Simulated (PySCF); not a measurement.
Z-matrix (Å, degrees):
```
C
C 1 1.3316
H 2 1.0796 1 123.35
C 1 1.4609 2 122.80 3 -179.94
C 4 1.3272 1 124.68 2 -179.99
H 5 1.0810 4 121.06 1 179.96
H 5 1.0831 6 116.35 4 179.94
H 4 1.0836 5 118.92 6 -0.03
Cl 2 1.7320 3 111.54 1 -179.90
Si 1 1.8719 2 116.12 3 0.07
H 10 1.4775 1 108.01 2 -0.02
H 10 1.4786 11 109.57 3 -120.74
H 10 1.4786 11 109.58 12 -118.55
```
Charge 0, multiplicity 1.

Predict the total energy, LUMO and dipole moment from TPSSh-D3(BJ)/def2-TZVP // CAM-B3LYP-D3(BJ)/def2-TZVP in PySCF.


```json
{
 "total_energy": "-906.4318 Ha",
 "LUMO": "-1.74 eV",
 "dipole_moment": "0.81 D"
}
```
